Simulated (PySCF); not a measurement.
Cl₄Si (SMILES Cl[Si](Cl)(Cl)Cl), singlet, geometry from GFN2-xTB; DF-BLYP/6-31G* (PySCF).

Input for PySCF:
```python
from pyscf import gto, scf, dft

mol = gto.Mole()
mol.atom = '''
    Si   -0.000000    0.000000    0.000000
    Cl    1.154087    1.151220    1.183261
    Cl   -1.188553   -1.157440    1.142368
    Cl    1.171487   -1.168380   -1.148842
    Cl   -1.137021    1.174600   -1.176787
'''
mol.basis = '6-31g*'
mol.charge = 0
mol.spin = 0
mol.verbose = 4
mol.build()

mf = dft.RKS(mol)
mf.xc = 'blyp'
mf = mf.density_fit(auxbasis='def2-universal-jkfit')
mf.kernel()
```

Output, abridged:

```
PySCF version 2.14.0

[INPUT] verbose = 4
[INPUT] num. atoms = 5
[INPUT] num. electrons = 82
[INPUT] charge = 0
[INPUT] spin (= nelec alpha-beta = 2S) = 0
[INPUT] symmetry False subgroup None
[INPUT] Mole.unit = angstrom
[INPUT] Symbol           X                Y                Z      unit          X                Y                Z       unit  Magmom
[INPUT]  1 Si     0.000000000000   0.000000000000   0.000000000000 AA    0.000000000000   0.000000000000   0.000000000000 Bohr   0.0
[INPUT]  2 Cl     1.154087000000   1.151220000000   1.183261000000 AA    2.180908353921   2.175490509122   2.236039223879 Bohr   0.0
[INPUT]  3 Cl    -1.188553000000  -1.157440000000   1.142368000000 AA   -2.246039654530  -2.187244605617   2.158762653467 Bohr   0.0
[INPUT]  4 Cl     1.171487000000  -1.168380000000  -1.148842000000 AA    2.213789588488  -2.207918209419  -2.170996740398 Bohr   0.0
[INPUT]  5 Cl    -1.137021000000   1.174600000000  -1.176787000000 AA   -2.148658287879   2.219672305914  -2.223805136949 Bohr   0.0

nuclear repulsion = 529.064810681355
number of shells = 40
number of NR pGTOs = 255
number of NR cGTOs = 90
basis = 6-31g*
ecp = {}

******** <class 'pyscf.df.df_jk.DFRKS'> ********
method = DFRKS
initial guess = minao
damping factor = 0
level_shift factor = 0
DIIS = <class 'pyscf.scf.diis.CDIIS'>
diis_start_cycle = 1
diis_space = 8
diis_damp = 0
SCF conv_tol = 1e-09
SCF conv_tol_grad = None
SCF max_cycles = 50
direct_scf = False
XC library pyscf.dft.libxc version 7.1.2
    S. Lehtola, C. Steigemann, M. J. T. Oliveira, and M. A. L. Marques,  SoftwareX 7, 1–5 (2018)
XC functionals = blyp
    A. D. Becke,  Phys. Rev. A 38, 3098 (1988)
    C. Lee, W. Yang, and R. G. Parr,  Phys. Rev. B 37, 785 (1988)
    B. Miehlich, A. Savin, H. Stoll, and H. Preuss,  Chem. Phys. Lett. 157, 200 (1989)
radial grids:
    Treutler-Ahlrichs [JCP 102, 346 (1995); DOI:10.1063/1.469408] (M4) radial grids

becke partition: Becke, JCP 88, 2547 (1988); DOI:10.1063/1.454033
pruning grids: <function nwchem_prune>
grids dens level: 3
symmetrized grids: False
atomic radii adjust function: <function treutler_atomic_radii_adjust>
small_rho_cutoff = 0
Set gradient conv threshold to 3.16228e-05
Initial guess from minao.
tot grids = 94704
init E= -2130.98460530147
  HOMO = -0.327008395595588  LUMO = -0.0520612975098693  gap/eV = 7.48169
cycle= 1 E= -2130.28640135931  delta_E= 0.698  |g|= 0.477  |ddm|= 2.65
  HOMO = -0.266084565769487  LUMO = -0.0670029605834157  gap/eV = 5.41729
cycle= 2 E= -2130.1651185523  delta_E= 0.121  |g|= 0.816  |ddm|= 1.72
  HOMO = -0.283024495264217  LUMO = -0.04280021447717  gap/eV = 6.53684
cycle= 3 E= -2130.35448246992  delta_E= -0.189  |g|= 0.0893  |ddm|= 1.11
  HOMO = -0.293273016891188  LUMO = -0.0546712406458838  gap/eV = 6.49269
cycle= 4 E= -2130.35669865688  delta_E= -0.00222  |g|= 0.0123  |ddm|= 0.129
  HOMO = -0.292019131993464  LUMO = -0.0528677592793765  gap/eV = 6.50764
cycle= 5 E= -2130.35674203872  delta_E= -4.34e-05  |g|= 0.000849  |ddm|= 0.0169
  HOMO = -0.292127838906913  LUMO = -0.0530029918267318  gap/eV = 6.50692
cycle= 6 E= -2130.35674223916  delta_E= -2e-07  |g|= 0.000112  |ddm|= 0.00147
  HOMO = -0.292115684304515  LUMO = -0.0529821101926045  gap/eV = 6.50716
cycle= 7 E= -2130.35674224373  delta_E= -4.56e-09  |g|= 2.58e-06  |ddm|= 0.000187
  HOMO = -0.292116061419305  LUMO = -0.0529824778748911  gap/eV = 6.50716
cycle= 8 E= -2130.35674224373  delta_E= -9.09e-13  |g|= 2.18e-07  |ddm|= 3.73e-06
  HOMO = -0.292116091055019  LUMO = -0.0529824660110447  gap/eV = 6.50716
Extra cycle  E= -2130.35674224373  delta_E= -1.82e-12  |g|= 3.6e-07  |ddm|= 7.64e-07
converged SCF energy = -2130.35674224373
```
